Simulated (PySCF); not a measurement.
29Si chemical shifts

- GFN2-xTB geometry
- PBE0/pcSseg-1 with gauge-including orbitals
- run in PySCF 2.14.0 with density-fitted response routines
- non-relativistic, a single conformation, fast rotation and ring inversion assumed for equivalent nuclei, gas phase

Shieldings were converted by a linear fit to measured shifts: 29Si (scatter 8.9 ppm rms, 25.8 ppm with the 6 outliers that the fit left out vs TMS, solution or neat liquid). A few per cent of atoms miss by over 2 rms, more outside the fitted compound classes.

(1) Give the 29Si shifts of `C=C(C)[SiH2]S[SiH](C)C`, `O[Si@@]([SiH3])(C[SiH3])O[SiH3]`, `C#C[Si@@H]1C=C[Si@H](O[SiH3])C1`, `F[Si@@H]1O[SiH2][SiH2][SiH2][SiH2]1`, `CC/C=C\[SiH2]S[SiH2]C`, `C=NC[SiH2][SiH](O)O`, `CS[C@H]1C[C@H]([SiH2][SiH3])C1`, `C#C[Si](C#C)(O[SiH3])[SiH2]C`.

(2) Match the shifts -21.2, -35.2, -48.5 ppm to `CC[C@H](C#N)CN[SiH2]P`, `CNN([SiH3])CC(C)(C)C`, `CCCNN(C)[SiH](C)C`.

Answers

(1) 
```
                                                          compound                                               environment  δ (ppm)
        [CH2:1]=[C:2]([CH3:3])[SiH2:4][S:5][SiH:6]([CH3:7])[CH3:8]                          Si6: silicon bonded to 2 C, S, H     -8.2
        [CH2:1]=[C:2]([CH3:3])[SiH2:4][S:5][SiH:6]([CH3:7])[CH3:8]                          Si4: silicon bonded to C, S, 2 H    -40.0
            [OH:1][Si@@:2]([SiH3:3])([CH2:4][SiH3:5])[O:6][SiH3:7]                         Si2: silicon bonded to C, 2 O, Si    -12.8
            [OH:1][Si@@:2]([SiH3:3])([CH2:4][SiH3:5])[O:6][SiH3:7]                             Si7: silicon bonded to O, 3 H    -45.5
            [OH:1][Si@@:2]([SiH3:3])([CH2:4][SiH3:5])[O:6][SiH3:7]                             Si5: silicon bonded to C, 3 H    -73.7
            [OH:1][Si@@:2]([SiH3:3])([CH2:4][SiH3:5])[O:6][SiH3:7]                            Si3: silicon bonded to Si, 3 H   -106.3
[CH:1]#[C:2][Si@@H:3]1[CH:4]=[CH:5][Si@H:6]([O:7][SiH3:8])[CH2:9]1    Si6: silicon bonded to 2 C, O, H, in a 5-membered ring     -7.0
[CH:1]#[C:2][Si@@H:3]1[CH:4]=[CH:5][Si@H:6]([O:7][SiH3:8])[CH2:9]1       Si3: silicon bonded to 3 C, H, in a 5-membered ring    -36.8
[CH:1]#[C:2][Si@@H:3]1[CH:4]=[CH:5][Si@H:6]([O:7][SiH3:8])[CH2:9]1                             Si8: silicon bonded to O, 3 H    -43.0
             [F:1][Si@@H:2]1[O:3][SiH2:4][SiH2:5][SiH2:6][SiH2:7]1  Si2: silicon bonded to F, O, Si, H, in a 6-membered ring     -6.3
             [F:1][Si@@H:2]1[O:3][SiH2:4][SiH2:5][SiH2:6][SiH2:7]1   Si4: silicon bonded to O, Si, 2 H, in a 6-membered ring    -27.1
             [F:1][Si@@H:2]1[O:3][SiH2:4][SiH2:5][SiH2:6][SiH2:7]1    Si6: silicon bonded to 2 Si, 2 H, in a 6-membered ring   -112.2
             [F:1][Si@@H:2]1[O:3][SiH2:4][SiH2:5][SiH2:6][SiH2:7]1    Si5: silicon bonded to 2 Si, 2 H, in a 6-membered ring   -120.2
             [F:1][Si@@H:2]1[O:3][SiH2:4][SiH2:5][SiH2:6][SiH2:7]1    Si7: silicon bonded to 2 Si, 2 H, in a 6-membered ring   -120.4
         [CH3:1][CH2:2]/[CH:3]=[CH:4]\[SiH2:5][S:6][SiH2:7][CH3:8]                          Si7: silicon bonded to C, S, 2 H    -32.5
         [CH3:1][CH2:2]/[CH:3]=[CH:4]\[SiH2:5][S:6][SiH2:7][CH3:8]                          Si5: silicon bonded to C, S, 2 H    -46.1
                 [CH2:1]=[N:2][CH2:3][SiH2:4][SiH:5]([OH:6])[OH:7]                         Si5: silicon bonded to 2 O, Si, H    -15.9
                 [CH2:1]=[N:2][CH2:3][SiH2:4][SiH:5]([OH:6])[OH:7]                         Si4: silicon bonded to C, Si, 2 H    -71.8
      [CH3:1][S:2][C@H:3]1[CH2:4][C@H:5]([SiH2:6][SiH3:7])[CH2:8]1                         Si6: silicon bonded to C, Si, 2 H    -60.9
      [CH3:1][S:2][C@H:3]1[CH2:4][C@H:5]([SiH2:6][SiH3:7])[CH2:8]1                            Si7: silicon bonded to Si, 3 H   -107.7
    [CH:1]#[C:2][Si:3]([C:4]#[CH:5])([O:6][SiH3:7])[SiH2:8][CH3:9]                             Si7: silicon bonded to O, 3 H    -44.8
    [CH:1]#[C:2][Si:3]([C:4]#[CH:5])([O:6][SiH3:7])[SiH2:8][CH3:9]                         Si3: silicon bonded to 2 C, O, Si    -48.3
    [CH:1]#[C:2][Si:3]([C:4]#[CH:5])([O:6][SiH3:7])[SiH2:8][CH3:9]                         Si8: silicon bonded to C, Si, 2 H    -71.6
```

(2) -21.2: CCCNN(C)[SiH](C)C (silicon bonded to 2 C, N, H); -35.2: CC[C@H](C#N)CN[SiH2]P (silicon bonded to N, P, 2 H); -48.5: CNN([SiH3])CC(C)(C)C (silicon bonded to N, 3 H).
